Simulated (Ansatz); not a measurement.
Rh₅⁺, relaxed as a singlet with RKS r2SCAN-D4/def2-SVP in Ansatz, starting from the GFN1-xTB geometry. Force threshold 0.02 eV/Å.

In the def2 sets Rh takes a core potential; there is no spin–orbit coupling. An occupied level of the charge 1 singlet lies above an empty one (by up to 0.19 eV), so this SCF solution is probably not the lowest. The relaxation made no stability test and no search for a lower SCF solution. No other spin state of charge 1 was run. The structure comes from a short search, and lower isomers may exist.

Start:

```xyz
5

Rh    1.4139   -0.6263    1.2633
Rh   -0.1099    0.4340   -0.2439
Rh   -1.6652   -0.0767   -1.8565
Rh   -0.8148   -1.8189    0.1371
Rh    1.1761    2.0878    0.7000
```

| step | energy (eV) | largest force component (eV/Å) | SCF passes |
| --- | --- | --- | --- |
| 1 | -15035.9063 | 1.319 | 188 |
| 2 | -15036.3155 | 1.702 | 88 |
| 3 | -15036.6551 | 0.676 | 58 |
| 4 | -15036.8279 | 0.476 | 65 |
| 5 | -15036.9174 | 0.466 | 69 |
| 6 | -15037.1279 | 1.019 | 104 |
| 7 | -15037.6067 | 0.787 | 80 |
| 8 | -15038.0183 | 0.620 | 67 |
| 9 | -15038.4600 | 0.903 | 71 |
| 10 | -15038.5484 | 1.323 | 80 |
| 11 | -15038.6239 | 0.176 | 82 |
| 12 (rejected) | -15038.6193 | 0.268 | 74 |
| 13 | -15038.6262 | 0.031 | 67 |
| 14 | -15038.6264 | 0.011 | 78 |

Force components are those of the run's own axes.

End:

```xyz
5

Rh    1.235   -0.644   -0.217
Rh   -0.341    1.199   -0.659
Rh   -0.818   -1.064   -1.540
Rh   -0.917   -0.576    0.905
Rh    0.841    1.086    1.512
```

Bonds formed: Rh1–Rh3, Rh4–Rh5 (atoms count from 1). The end is the same structure that another start reached.

No frequencies were taken in this run, so the end may be a saddle point.

Run time 2.9 min (4 threads of Arm Neoverse V1 on a shared host).
